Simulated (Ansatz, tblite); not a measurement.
Cost and result up the ladder for the cluster GeS₂ (the lowest singlet isomer of a short search) (3 atoms). The state is a singlet with charge 0. Geometry: PBE0-D4/def2-TZVP.

```xyz
3

Ge    0.000    0.000    0.000
S    -1.018   -1.535   -0.765
S     1.019    1.535    0.765
```

Ansatz on 4 threads of Arm Neoverse V2 on a shared host; xTB runs through tblite on one thread. Times are rough, summed over both states, and most runs start from the orbitals of an earlier one. CCSD(T)/def2-TZVPP serves as the yardstick here, not as an exact answer. Differences are given only for rows in sets of like size (and for xTB, whose basis is part of the method), since another set adds its own error. The other state is a quintet at its own geometry.

The xTB rows come from tblite. B3LYP takes the VWN-RPA correlation. Correlated methods freeze 19 core orbitals; core or outer-core shells of Ge are correlated, in sets that lack core-valence functions. The structure comes from a short search, and lower isomers may exist.

Correlated methods converge slowly with the basis.

xTB has no spin-polarisation term.

```json
{"level": "r2SCANh-D4/def2-TZVP", "functions": "122", "quintet − singlet (eV)": "4.88", "difference from CCSD(T)/def2-TZVPP (eV)": "-0.25"}
{"level": "RPA@PBE/def2-TZVP", "functions": "122", "quintet − singlet (eV)": "4.91", "difference from CCSD(T)/def2-TZVPP (eV)": "-0.23"}
{"level": "B2PLYP/def2-TZVP", "functions": "122", "quintet − singlet (eV)": "5.12", "difference from CCSD(T)/def2-TZVPP (eV)": "-0.01"}
{"level": "r2SCAN0-D4/def2-TZVP", "functions": "122", "quintet − singlet (eV)": "4.78", "difference from CCSD(T)/def2-TZVPP (eV)": "-0.35"}
{"level": "HF/STO-3G", "functions": "36", "quintet − singlet (eV)": "3.25", "difference from CCSD(T)/def2-TZVPP (eV)": "–"}
{"level": "MP2/def2-TZVP", "functions": "122", "quintet − singlet (eV)": "5.59", "difference from CCSD(T)/def2-TZVPP (eV)": "0.46"}
{"level": "B3LYP-D4/def2-TZVP", "functions": "122", "quintet − singlet (eV)": "4.87", "difference from CCSD(T)/def2-TZVPP (eV)": "-0.26"}
{"level": "r2SCAN-D4/def2-TZVP (with forces)", "functions": "122", "quintet − singlet (eV)": "4.95", "difference from CCSD(T)/def2-TZVPP (eV)": "-0.18"}
{"level": "CCSD(T)/def2-TZVPP", "functions": "132", "quintet − singlet (eV)": "5.13", "difference from CCSD(T)/def2-TZVPP (eV)": "0.00"}
{"level": "BHLYP-D4/def2-TZVP", "functions": "122", "quintet − singlet (eV)": "4.66", "difference from CCSD(T)/def2-TZVPP (eV)": "-0.47"}
{"level": "GFN2-xTB", "functions": "27", "quintet − singlet (eV)": "5.28", "difference from CCSD(T)/def2-TZVPP (eV)": "0.15"}
{"level": "GFN1-xTB", "functions": "27", "quintet − singlet (eV)": "8.16", "difference from CCSD(T)/def2-TZVPP (eV)": "3.03"}
{"level": "PBE-D4/def2-TZVP", "functions": "122", "quintet − singlet (eV)": "5.06", "difference from CCSD(T)/def2-TZVPP (eV)": "-0.07"}
```

Estimate how long each takes.

GFN1-xTB 0.004 s; GFN2-xTB 0.004 s; HF/STO-3G 0.5 s; MP2/def2-TZVP 1.9 s; B3LYP-D4/def2-TZVP 3.8 s; BHLYP-D4/def2-TZVP 4 s; B2PLYP/def2-TZVP 4.5 s; RPA@PBE/def2-TZVP 4.8 s; PBE-D4/def2-TZVP 5.1 s; r2SCAN-D4/def2-TZVP (with forces) 8.6 s; r2SCANh-D4/def2-TZVP 8.6 s; CCSD(T)/def2-TZVPP 10 s; r2SCAN0-D4/def2-TZVP 11 s. On shared hardware such times vary by a factor of up to 3.
